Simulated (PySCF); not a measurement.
**Continuum solvent and chemical shifts**

Numbering as in the mapped SMILES `[CH3:1][C:2]1=[CH:3][CH:4]=[CH:5][C:6]12[CH2:7][CH2:8]2`. Hydrogens are named by the atom that carries them.

GIAO PBE0/pcSseg-1 in PySCF 2.14 on one PBE0-D3(BJ)/def2-SVP conformer, non-relativistic, equivalent nuclei averaged. Solvents enter as an IEF-PCM continuum (benzene with ε = 2.3, methanol with ε = 32.6) around the gas-phase geometry. Shifts are referred to TMS computed in the same medium.

In benzene, δ in ppm: C2 154.7, C5 146.5, C4 136.8, C3 132.7, C6 40.5, C7/C8 16.9, C1 13.6, H(C4) 6.64, H(C3) 6.37, H(C5) 6.27, H(C1) 1.80, Ha(C7)/Ha(C8) 1.55, Hb(C7)/Hb(C8) 1.27. Dipole moment 1.48 D.

Q: How does each δ change in the more polar medium?

A: 
```csv
atoms,environment,"Δδ, methanol"
C2,fully substituted alkene carbon,+2.9
C5,alkene CH,+1.4
C4,alkene CH,-0.2
C3,alkene CH,-0.7
C6,three-membered-ring carbon,+1.5
C7/C8,three-membered-ring carbon,+0.9
C1,allylic methyl carbon,+0.3
H(C4),hydrogen on an alkene CH,+0.05
H(C3),hydrogen on an alkene CH,+0.04
H(C5),hydrogen on an alkene CH,+0.15
H(C1),hydrogen on an allylic methyl carbon,+0.07
Ha(C7)/Ha(C8),hydrogen on a three-membered-ring carbon,+0.12
Hb(C7)/Hb(C8),hydrogen on a three-membered-ring carbon,+0.16
```

Changes are relative to benzene. The dipole moment becomes 1.87 D in methanol.

Q: Which nuclei move most (in ppm), and what does the model miss?

A: C2 (fully substituted alkene carbon, +2.9 ppm) in methanol. A continuum only polarises the solute; specific hydrogen bonds, the anisotropy of aromatic solvents and changes of geometry or conformer are outside it.
